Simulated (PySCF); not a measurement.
Vertical excitations of a molecule C3H8Si2 from TDA-PBE/def2-SVPD run with PySCF, as energy in eV (oscillator strength): 5.54 (0.009), 5.82 (0.054), 5.92 (0.016), 6.38 (0.008), 6.48 (0.107), 6.49 (0.056), 6.59 (0.005), 6.69 (0.007), 6.72 (0.028), 6.82 (0.009). Lowest triplet (TDA): 4.76 eV. Geometry optimised at PBE0-D3(BJ)/def2-SVP. One conformer was computed; it need not be the lowest.

Pick the molecule that these values belong to.
A. [SiH3]C=C=C[SiH3]
B. C#C[Si@@H](C)[SiH3]
C. C#C[SiH2]C[SiH3]
D. C#CC([SiH3])[SiH3]

B, C#C[Si@@H](C)[SiH3]
